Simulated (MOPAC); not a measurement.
Input file for MOPAC: AM1 on CH6ClN (a complex), monomers drawn apart or pushed together.

```
AM1 1SCF PRECISE CHARGE=0 THREADS=1
CH6ClN

Cl     0.97051337 1     1.14427676 1     0.16513436 1
H      0.76777779 1     0.40121633 1     1.31594875 1
C     -0.92349143 1     0.09932127 1     3.34923876 1
N      0.33645228 1    -0.46352742 1     2.84515645 1
H     -1.69145791 1    -0.02285512 1     2.58670795 1
H     -0.78840252 1     1.16723175 1     3.51497020 1
H     -1.26670274 1    -0.36436629 1     4.27763466 1
H      0.25109280 1    -1.45390642 1     2.64647145 1
H      1.09199816 1    -0.34547808 1     3.51061167 1
```

Program output:

```
*******************************************************************************
 **                                                                           **
 **                              MOPAC v23.2.5                                **
 **                                                                           **
 *******************************************************************************
 ** MOPAC's Digital Object Identifier: https://doi.org/10.5281/zenodo.6511958 **
 **                                                                           **
 ** Please cite the open-source release paper for use of this MOPAC version:  **
 ** J. E. Moussa and J. J. P. Stewart (2026)                                  **
 ** MOPAC: An open-source semiempirical molecular orbital program             **
 ** J. Open Source Softw., 11(119), 8025, https://doi.org/10.21105/joss.08025 **
 *******************************************************************************

                              AM1 CALCULATION RESULTS

 *******************************************************************************
 *  AM1        - The AM1 Hamiltonian to be used
 *
 *
 *
 *                 CHARGE ON SYSTEM = 0
 *
 *
 *
 *  PRECISE    - TIGHTER CRITERIA TO BE USED
 *  1SCF       - DO 1 SCF AND THEN STOP
 *  THREADS=1  - MULTI-THREADING NOT USED
 *  T=         - A TIME OF 172800.0 SECONDS REQUESTED
 *  DUMP=N     - RESTART FILE WRITTEN EVERY 7200.0 SECONDS REQUESTED
 *******************************************************************************
AM1 1SCF PRECISE CHARGE=0 THREADS=1
 CH6ClN

   ATOM   CHEMICAL          X               Y               Z
  NUMBER   SYMBOL      (ANGSTROMS)     (ANGSTROMS)     (ANGSTROMS)

     1      Cl          0.97051337  *   1.14427676  *   0.16513436  *
     2       H          0.76777779  *   0.40121633  *   1.31594875  *
     3       C         -0.92349143  *   0.09932127  *   3.34923876  *
     4       N          0.33645228  *  -0.46352742  *   2.84515645  *
     5       H         -1.69145791  *  -0.02285512  *   2.58670795  *
     6       H         -0.78840252  *   1.16723175  *   3.51497020  *
     7       H         -1.26670274  *  -0.36436629  *   4.27763466  *
     8       H          0.25109280  *  -1.45390642  *   2.64647145  *
     9       H          1.09199816  *  -0.34547808  *   3.51061167  *



          CARTESIAN COORDINATES

    NO.       ATOM           X           Y           Z

     1        Cl          0.9705      1.1443      0.1651
     2         H          0.7678      0.4012      1.3159
     3         C         -0.9235      0.0993      3.3492
     4         N          0.3365     -0.4635      2.8452
     5         H         -1.6915     -0.0229      2.5867
     6         H         -0.7884      1.1672      3.5150
     7         H         -1.2667     -0.3644      4.2776
     8         H          0.2511     -1.4539      2.6465
     9         H          1.0920     -0.3455      3.5106

  H: (AM1): M.J.S. DEWAR ET AL, J. AM. CHEM. SOC. 107 3902-3909 (1985)
  C: (AM1): M.J.S. DEWAR ET AL, J. AM. CHEM. SOC. 107 3902-3909 (1985)
  N: (AM1): M.J.S. DEWAR ET AL, J. AM. CHEM. SOC. 107 3902-3909 (1985)
 Cl: (AM1): M.J.S. DEWAR AND E. G. ZOEBISCH, THEOCHEM, 180, 1 (1988).

           Empirical Formula: C H6 N Cl  =     9 atoms



      MOLECULAR POINT GROUP   :   Cs


      RHF CALCULATION, NO. OF DOUBLY OCCUPIED LEVELS = 11


 -------------------------------------------------------------------------------
 AM1 1SCF PRECISE CHARGE=0 THREADS=1
 CH6ClN



     1SCF WAS SPECIFIED, SO BFGS WAS NOT USED
     SCF FIELD WAS ACHIEVED


                              AM1 CALCULATION
                                                       MOPAC v23.2.5 Linux




          FINAL HEAT OF FORMATION =        -31.23559 KCAL/MOL =    -130.68971 KJ/MOL


          COSMO AREA              =        110.45 SQUARE ANGSTROMS
          COSMO VOLUME            =         90.26 CUBIC ANGSTROMS

          IONIZATION POTENTIAL    =         10.640302 EV
          HOMO LUMO ENERGIES (EV) =        -10.640  2.430
          NO. OF FILLED LEVELS    =         11
          MOLECULAR WEIGHT        =         67.5181         POINT GROUP:  Cs

          MOLECULAR DIMENSIONS (Angstroms)

            Atom       Atom       Distance
            H     7   Cl     1     4.91872
            H     9    H     5     2.92397
            H     8    H     6     2.76491


          SCF CALCULATIONS        =          1





   ATOM   CHEMICAL          X               Y               Z
  NUMBER   SYMBOL      (ANGSTROMS)     (ANGSTROMS)     (ANGSTROMS)

     1      Cl          0.97051337  *   1.14427676  *   0.16513436  *
     2       H          0.76777779  *   0.40121633  *   1.31594875  *
     3       C         -0.92349143  *   0.09932127  *   3.34923876  *
     4       N          0.33645228  *  -0.46352742  *   2.84515645  *
     5       H         -1.69145791  *  -0.02285512  *   2.58670795  *
     6       H         -0.78840252  *   1.16723175  *   3.51497020  *
     7       H         -1.26670274  *  -0.36436629  *   4.27763466  *
     8       H          0.25109280  *  -1.45390642  *   2.64647145  *
     9       H          1.09199816  *  -0.34547808  *   3.51061167  *

                             CARTESIAN COORDINATES

   1   Cl        0.970513370     1.144276760     0.165134360
   2    H        0.767777790     0.401216330     1.315948750
   3    C       -0.923491430     0.099321270     3.349238760
   4    N        0.336452280    -0.463527420     2.845156450
   5    H       -1.691457910    -0.022855120     2.586707950
   6    H       -0.788402520     1.167231750     3.514970200
   7    H       -1.266702740    -0.364366290     4.277634660
   8    H        0.251092800    -1.453906420     2.646471450
   9    H        1.091998160    -0.345478080     3.510611670


           Empirical Formula: C H6 N Cl  =     9 atoms



      MOLECULAR POINT GROUP   :   Cs


                  EIGENVALUES
 -35.96025 -35.34142 -26.42108 -17.60681 -16.38062 -15.69223 -14.18689 -13.22419
 -11.30307 -11.30303 -10.64030   2.42965   3.26417   3.81544   3.90156   4.50412
   5.26124   5.35732


              NET ATOMIC CHARGES AND DIPOLE CONTRIBUTIONS

  ATOM NO.   TYPE          CHARGE      No. of ELECS.   s-Pop       p-Pop
    1         Cl          -0.305073        7.3051     1.98505     5.32002
    2          H           0.250938        0.7491     0.74906
    3          C          -0.136933        4.1369     1.22161     2.91532
    4          N          -0.357782        5.3578     1.58627     3.77151
    5          H           0.092282        0.9077     0.90772
    6          H           0.092271        0.9077     0.90773
    7          H           0.054467        0.9455     0.94553
    8          H           0.154914        0.8451     0.84509
    9          H           0.154916        0.8451     0.84508
 DIPOLE           X         Y         Z       TOTAL
 POINT-CHG.    -0.899    -1.389     2.657     3.130
 HYBRID        -0.089    -0.748     1.045     1.288
 SUM           -0.987    -2.137     3.702     4.387


          ATOMIC ORBITAL ELECTRON POPULATIONS

     Atom    s        px        py        pz
    1 Cl   1.98505   1.98540   1.80424   1.53038
    2  H   0.74906
    3  C   1.22161   0.91050   1.00936   0.99546
    4  N   1.58627   1.08668   1.21638   1.46846
    5  H   0.90772
    6  H   0.90773
    7  H   0.94553
    8  H   0.84509
    9  H   0.84508

 **********************
 *                    *
 * JOB ENDED NORMALLY *
 *                    *
 **********************




 == MOPAC DONE ==
```

The run finished.

Cost: about 0.020 core-seconds (a rough figure).
